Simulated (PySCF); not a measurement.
Molecule: SMILES C#CCCCl. Atoms near the plane z = 0.8 Å, at the CAM-B3LYP/def2-SVP optimised geometry (x, y, z in Å): C1 (2.0, -0.7, 0.0), C2 (0.8, -0.7, 0.0), C3 (-0.7, -0.7, 0.0), C4 (-1.3, 0.7, 0.0), Cl5 (-3.0, 0.7, 0.0), H6 (3.0, -0.7, 0.0), H8 (-1.1, -1.3, 0.9), H10 (-0.9, 1.3, 0.9).

Level of theory: CAM-B3LYP/def2-TZVP in PySCF. The values are rescaled to run from 0 to 1.

```
|000000000000000000000000000|
|000000000000000000000000000|
|000000000000000000000000000|
|000000000000000000000000000|
|000000000000000000000000000|
|000000000000000000000000000|
|000000000000000000000000000|
|000012200014200000000000000|
|000246520179840000000000000|
|001378740399970000000000000|
|001588861599960001100000000|
|001589873599810034210000000|
|001589973365200466432100000|
|001478861133213677655630000|
|000367730146435787668871000|
|000145300799745788678871000|
|000011002999824677656740000|
|000000004999711566532200000|
|000000002898300244310000000|
|000000000243000022100000000|
|000000000000000000000000000|
|000000000000000000000000000|
|000000000000000000000000000|
|000000000000000000000000000|
|000000000000000000000000000|
|000000000000000000000000000|
|000000000000000000000000000|
```
Scale: ten equal steps from 0.000 (start of '0') to 1.00 (end of '9'), in the order '0123456789'; x runs from -5.50 to 5.50, y from -5.50 (bottom) to 5.50 (top).

Task: Which quantity is mapped?
(A) electron localisation function
(B) an orbital amplitude
(C) log10 of the electron density
(D) electrostatic potential

Result: A, electron localisation function
